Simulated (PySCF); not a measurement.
## Cl³⁺ (chlorine, charge +3) across methods

[Ne] 3s2 3p2, high-spin 3P determinant. Computed with PySCF 2.14 in ANO-RCC-VTZP (5s4p2d1f, 34 functions), with scalar relativity by spin-free X2C-1e.

```csv
method,E (hartree),mean ε 3s α (eV),mean ε 3s β (eV),mean ε 3p α (eV),Σ⟨r²⟩ (bohr²),⟨S²⟩
r2SCANh,-458.7274,-61.850,-57.787,-47.566,11.52,2.006
LC-wPBE,-458.6368,-65.733,-61.883,-51.272,11.48,2.003
UHF,-458.20271,-69.529,-61.916,-53.011,11.60,2.010
PBE0,-458.6174,-62.595,-58.624,-48.157,11.50,2.004
revPBE,-458.6968,-59.984,-56.924,-46.278,11.49,2.003
PBE,-458.5838,-59.984,-57.013,-46.271,11.49,2.003
r2SCAN,-458.7273,-60.931,-57.178,-46.888,11.52,2.006
M06-2X,-458.7700,-64.453,-60.279,-49.590,11.49,2.003
```

(1) Estimate the same row for LDA.

## Answers

(1) E (hartree) = -457.2381; mean ε 3s α (eV) = -59.892; mean ε 3s β (eV) = -57.209; mean ε 3p α (eV) = -46.152; Σ⟨r²⟩ (bohr²) = 11.50; ⟨S²⟩ = 2.001.
